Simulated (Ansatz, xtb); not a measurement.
# Ranking isomers of C7H10O

5 gas-phase structures of C7H10O, from a drawn sample of its isomers (lower ones may exist). Each was relaxed with GFN2-xTB; where two conformers were screened, the lower at r2SCAN-D4/def2-SVP//GFN2-xTB is listed:

A. `C=C/C(=C/C)C(C)=O`, a singlet
B. `C=C/C(=C\C)C(C)=O`, a singlet
C. `C=CC(C=C)=C(C)O`, a singlet
D. `C=C/C(=C/C)C(=C)O`, a singlet
E. `C=CC(C=C)C(C)=O`, a singlet

**Question.** Make a reasoned guess at their ranking by r2SCAN-D4/def2-SVP//GFN2-xTB single-point energy.

**Answer.** Calculated order at r2SCAN-D4/def2-SVP//GFN2-xTB: B (0.0), A (0.0), E (7.3), C (10.5), D (11.9) kcal/mol. Less than 1 kcal/mol parts B and A, so the order within that pair means little.

Energies above the lowest of each column, in kcal/mol; the last columns are at r2SCAN-D4/def2-SVP geometries:

```
structure  GFN2-xTB  HF/STO-3G  r2SCAN-D4/def2-SVP//GFN2-xTB  r2SCAN-D4/def2-SVP  CCSD(T)/def2-SVP + ΔMP2/def2-TZVPP
        B       0.5        0.4                           0.0                 0.0                                 0.0
        A       0.0        0.0                           0.0                 0.5                                 0.0
        E       7.0        7.6                           7.3                 8.1                                 3.8
        C       9.2       20.0                          10.5                10.1                                 9.0
        D       9.4       19.3                          11.9                12.4                                10.1
```

CCSD(T)/def2-SVP + ΔMP2/def2-TZVPP has A and B within 1 kcal/mol of each other at the bottom, and every level picks one of them. CCSD(T)/def2-SVP + ΔMP2/def2-TZVPP orders those it was run on as A (0.0), B (0.0), E (3.8), C (9.0), D (10.1) kcal/mol. Less than 1 kcal/mol parts A and B, so the order within that pair means little. Flexible structures stand in one conformer each, not always the lowest. E keeps a small imaginary mode. Frequencies (GFN2-xTB) were run for C, D, E alone. The ΔMP2 step shifts differences by up to 3.2 kcal/mol, which makes them less sure. ΔMP2 is the change of the MP2 energy from the smaller to the larger basis.

Over these structures GFN2-xTB departs from r2SCAN-D4/def2-SVP//GFN2-xTB by 1.0 kcal/mol on average once a common shift is removed. A GFN2-xTB relaxation took about 0.26 s and the r2SCAN-D4/def2-SVP//GFN2-xTB energy about 2.8 s on a shared host (Ansatz 0.2.0, xtb 6.7.1).
